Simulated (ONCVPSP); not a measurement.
**aluminium (Al): ONCV pseudisation with PBE, scalar-relativistic reference atom.**

Al, optimised norm-conserving Vanderbilt (ONCV), made with ONCVPSP 4.0.1 (PBE, scalar-relativistic). Core [He], reference 2s2 2p6 3s1 3p2. Waves: 2s+3s: rc 0.95 bohr, ncon 3, nbas 7, qcut 11.2 1/bohr, 2 projectors; 2p+3p: rc 1.15 bohr, ncon 3, nbas 8, qcut 13.6 1/bohr, 2 projectors; d scattering state at 0.29 Ha: rc 1.00 bohr, ncon 4, nbas 8, qcut 8.1 1/bohr, 2 projectors, debl 0.6 Ha. Local part: polynomial inside 0.85 bohr (lpopt 2, dvloc0 6 Ha). Core correction: polynomial model core, fcfact 0.5.

Question: Estimate the cutoffs (Ha) at which the residual kinetic energy of the hardest occupied pseudo-wave falls to 1 and 0.1 mHa per electron.

Answer: 65 Ha and 74 Ha.

Question: What does a ghost test show?

Answer: No bound ghost flagged; GHOST(+) flags only above 600 eV.

Question: Which valence shell sets the plane-wave cutoff?

Answer: 2p: 65 Ha for 1 mHa per electron, against 54 Ha for 3p.

Question: Tests: 2s2 2p6 3s2 3p1; 2s2 2p6 3s2 3p0; 2s2 2p6 3s1 3p0; 2s2 2p5 3s2 3p1. Which has the largest error in its energy relative to the reference configuration, and how large is it?

Answer: 2s2 2p5 3s2 3p1, with +552 meV (all-electron minus pseudo) on +77.67 eV.
